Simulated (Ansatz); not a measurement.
| atom | x (Å) | y (Å) | z (Å) |
| --- | --- | --- | --- |
| P | 0.0066 | 0.0026 | 0.1231 |
| H | 1.1944 | -0.0090 | -0.6548 |
| H | -0.5957 | 1.0266 | -0.6497 |
| H | -0.5905 | -1.0344 | -0.6568 |

Basis set: STO-3G (spherical functions). Frozen core: 5 orbitals. Charge 0, multiplicity 1.

Computed with Ansatz (development build ahead of 0.2.0); each method stands on the lowest determinant of its kind that the runs found. Restricted open shells among the atoms or ions are ROHF, correlated in semicanonical orbitals with singles.

(1) Give the atomization energy at this shape (free ground-state atoms in the same class of orbitals less the molecule, no zero-point energy) of singlet PH3 by RHF-MP2, RHF.

Results:

(1)

```
 method  atomization energy
RHF-MP2     255.57 kcal/mol
    RHF     228.90 kcal/mol
```

This basis has no polarisation functions and is too small for such energies, which can lie far from measured ones in either direction.
